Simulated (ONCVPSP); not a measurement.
What one change does to a pseudopotential (La (Z = 57), ONCV)

lanthanum (La), optimised norm-conserving Vanderbilt (ONCV), made with ONCVPSP 4.0.1 (LDA (Perdew-Zunger), fully relativistic). Core [Kr] 4d10, reference 5s2 5p6 5d1 6s2. Waves: 5s+6s: rc 2.30 bohr, ncon 3, nbas 6, qcut 5.2 1/bohr, 2 projectors; 5p: rc 2.40 bohr, ncon 4, nbas 7, qcut 5.9 1/bohr, 2 projectors, debl 1.6 Ha; 5d: rc 4.00 bohr, ncon 5, nbas 10, qcut 4.1 1/bohr, 1 projector; f scattering state at 0.3 Ha: rc 3.65 bohr, ncon 4, nbas 9, qcut 2.9 1/bohr, 2 projectors, debl 1.5 Ha. Local part: polynomial inside 1.55 bohr (lpopt 5, dvloc0 2 Ha). Core correction: Teter function fitted to the true core (icmod 2), fcfact 0.15.

Open shells are filled in proportion to 2j + 1.

In the f channel the program set the typed energies aside and used -0.164, 1.336 Ha (j = l + 1/2; the other j can differ).

All-electron outer shells of the reference configuration (LDA (Perdew-Zunger), scalar-relativistic, ld1.x):

| shell | level (eV) | outermost node (bohr) | outermost maximum (bohr) |
| --- | --- | --- | --- |
| 5s | -39.06 | 0.77 | 1.41 |
| 5p | -22.48 | 0.83 | 1.58 |
| 6s | -3.82 | 1.86 | 3.74 |
| 5d | -3.21 | 0.95 | 2.24 |

Change: s: qcut 6.1; p: qcut 6.9; d: qcut 4.8; f: qcut 3.4.

Cutoffs: the cutoffs (Ha) at which the residual kinetic energy of the hardest occupied pseudo-wave falls to 1 and 0.1 mHa per electron; they do not see the model core or the augmentation charge, which bear on the density cutoff. Errors are all-electron minus pseudo energies relative to the spin-unpolarised reference configuration.

**Question.** How do hardness, ghosts and transferability respond?

**Answer.** The potential gets harder (10 Ha and 13 Ha → 13 Ha and 16 Ha); of the 4 tests that both files solve, the error grows in 0 and shrinks in 2 by more than 15 % and 0.3 meV (median size 13.6 → 7.6 meV); the range in which the d3/2 phases agree widens (upper end 0.4 → 1.8); neither file shows a bound ghost.

```tsv
quantity	base	changed
cutoff, loose	10 Ha	13 Ha
cutoff, tight	13 Ha	16 Ha
loose cutoff by channel	s 9.3 Ha, p 10 Ha, d 5.1 Ha	s 12 Ha, p 13 Ha, d 5.6 Ha
bound ghosts	none	none
GHOST(+) flags under 300 eV	s at 86.4 eV	s at 93.2 eV
error for 5s2 5p6 5d1 6s1, meV [ΔE 6.16 eV]	-0.5	-0.2
error for 5s2 5p6 5d1 6s0, meV [ΔE 17.31 eV]	-4.0	-1.7
error for 5s2 5p6 5d0 6s0, meV [ΔE 36.40 eV]	+23	+14
error for 4f1 5s2 5p6 5d1 6s0, meV [ΔE 7.11 eV]	+2193	+2041
s: phases at 2.33 bohr within 0.05 rad from the reference energy up to (Ha; the scan ends near 5)	2.9	3.4
p3/2: phases at 2.43 bohr within 0.05 rad from the reference energy up to (Ha; the scan ends near 5)	to the end of the scan	to the end of the scan
p1/2: phases at 2.43 bohr within 0.05 rad from the reference energy up to (Ha; the scan ends near 5)	to the end of the scan	to the end of the scan
d5/2: phases at 4.07 bohr within 0.05 rad from the reference energy up to (Ha; the scan ends near 5)	2.0	1.8
d3/2: phases at 4.07 bohr within 0.05 rad from the reference energy up to (Ha; the scan ends near 5)	0.4	1.8
f7/2: phases at 3.70 bohr within 0.05 rad from the reference energy up to (Ha; the scan ends near 5)	0.0	-0.0
f5/2: phases at 3.70 bohr within 0.05 rad from the reference energy up to (Ha; the scan ends near 5)	0.0	-0.0
rms error of d²Exc/dni dnj with the model core, mHa	3.14	3.39
```

Base: The cutoffs count occupied waves only; projector 2 of the f channel, the hardest unoccupied one, needs 35 Ha at the loose tolerance. These tests converged, but a pseudo level misses the all-electron one widely, so the file describes the atom poorly there or has found another state: 4f1 5s2 5p6 5d1 6s0: 4f by 3.9 eV. Changed file: The cutoffs count occupied waves only; projector 2 of the f channel, the hardest unoccupied one, needs 34 Ha at the loose tolerance. These tests converged, but a pseudo level misses the all-electron one widely, so the file describes the atom poorly there or has found another state: 4f1 5s2 5p6 5d1 6s0: 4f by 3.6 eV.
